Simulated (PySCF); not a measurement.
Input file for PySCF: R-M06-2X/6-31G* on AlClH2O2 (SMILES [OH][Al]([OH])[Cl]), a point of a torsion scan.

```python
from pyscf import gto, scf, dft, mp
from pyscf.data.elements import chemcore

mol = gto.M(
    atom='''
    O    -1.09542221   -0.89260485    0.49492818
    Al   -0.40829451    0.59488743    0.32782658
    O    -0.24440122    1.28894870   -1.16054457
    Cl    0.20978256    1.49820434    2.03528171
    H    -1.50074084   -1.65786504    0.11402921
    H     0.02875357    1.99798493   -1.72323917
    ''',
    basis='6-31g*',
    cart=True,
    charge=0, spin=0, verbose=3, max_memory=1800)
mf = dft.RKS(mol, xc='m062x')
mf.conv_tol = 1e-8
mf.max_cycle = 100
mf.kernel()
if not mf.converged:
    mf = mf.newton().run(mf.mo_coeff, mf.mo_occ)
```

Output:

```
converged SCF energy = -854.310782401054
```

The run converged.

Cost: about 9 core-seconds (a rough figure).
